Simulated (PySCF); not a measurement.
Computed with PBE-D3(BJ)/def2-TZVP // r2SCAN-D4/def2-TZVP in PySCF 2.14.0. Gas-phase values, no solvent. One relaxed conformer stands for a flexible species; it need not be the lowest. 

Reference species (SMILES): `[NH2][In]([NH2])[NH2]` (neutral, multiplicity 1).

- LUMO: -1.57 eV
- HOMO–LUMO gap: 3.86 eV
- HOMO: -5.43 eV

Changed species: `[NH2][In]([F])[F]` (1 of 3 F replaced by NH2; the reference has 3 of 3 F replaced by NH2).

Give the shifts of the LUMO, HOMO–LUMO gap and HOMO.

the LUMO falls by 1.66 eV, to -3.23 eV; the HOMO–LUMO gap falls by 0.04 eV, to 3.82 eV; the HOMO falls by 1.62 eV, to -7.05 eV.
